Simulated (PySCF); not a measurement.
# Successive ionisation energies of antimony

Calculated with PySCF 2.14, two-component X2C-1e (Gaussian nucleus, no Breit or QED terms), each ion in its own even-tempered basis; GMP2 freezes the deep shells of the larger ions and drops the highest virtual spinors; eV.

| ion | configuration | GHF (spin-free) | NIST | kind |
| --- | --- | --- | --- | --- |
| Sb²⁷⁺ | [Ar] 3d6 | 1514.3 | 1518 ± 4 | theoretical |
| Sb²⁸⁺ | [Ar] 3d5 | 1618.7 | 1606 ± 4 | theoretical |
| Sb²⁹⁺ | [Ar] 3d4 | 1695.6 | 1698 ± 4 | theoretical |
| Sb³⁰⁺ | [Ar] 3d3 | 1779.4 | 1781 ± 4 | theoretical |
| Sb³¹⁺ | [Ar] 3d2 | 1864.7 | 1869 ± 4 | theoretical |
| Sb³²⁺ | [Ar] 3d1 | 1946.2 | 1954 ± 4 | theoretical |
| Sb³³⁺ | [Ar] | 2210.2 | 2190 ± 5 | theoretical |
| Sb³⁴⁺ | [Ne] 3s2 3p5 | 2283.4 | 2266 ± 5 | theoretical |
| Sb³⁵⁺ | [Ne] 3s2 3p4 | 2357.5 | 2349 ± 5 | theoretical |
| Sb³⁶⁺ | [Ne] 3s2 3p3 | 2458.1 | 2428 ± 5 | theoretical |
| Sb³⁷⁺ | [Ne] 3s2 3p2 | 2533.8 | 2567 ± 4 | theoretical |
| Sb³⁸⁺ | [Ne] 3s2 3p1 | 2611.0 | 2654 ± 4 | theoretical |
